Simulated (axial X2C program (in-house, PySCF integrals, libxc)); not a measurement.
## Worked dissociation energy of PdH⁺: MP2, without spin–orbit coupling

Computed with an in-house relativistic program for diatomic molecules. Spin-free means the one-electron spin-free X2C Hamiltonian. Basis: Pd dyall-cv3z [12s12p8d5f3g], H dyall-v3z [6s2p1d] (cores contracted in-house); Gaussian nuclei, density fitting, unrestricted open shells. Masses: Pd 105.903 u, H 1.008 u.

Molecular state: M_S = 0, Λ = 0 (closed shell).

Correlated methods: 10 electrons correlated (number of frozen shells: Pd 4 s, 3 p, 1 d; H none), 222 virtual spin orbitals or spinors in MP2.

| Property | Result |
| --- | --- |
| E(Pd+) (2M_S = 1, M_L = 0) | -5042.867089 hartree |
| E(H) (2M_S = 1, M_L = 0) | -0.500004 hartree |
| E(PdH⁺) at Re | -5043.444674 hartree |
| ωe | 2480.9 cm⁻¹ |
| ωexe | 50 cm⁻¹ |

**Question.** Work out De and D0.

**Answer.** De = -5042.867089 + (-0.500004) − (-5043.444674) = 0.07758 hartree = 2.111 eV. The zero-point energy is ωe/2 − ωexe/4 = 1228 cm⁻¹ = 0.152 eV, so D0 = 1.959 eV.

One determinant describes the state; a PBE0 search over occupations chose it and may have missed a lower one. The closed shell is kept restricted, so the energy runs too high when the bond is stretched far. De is counted from the lowest determinant-based energies of the atoms at the same level, without counterpoise correction.

Each atomic determinant is the lowest at this level and need not be a pure term. Totals compare only within one Hamiltonian and basis.
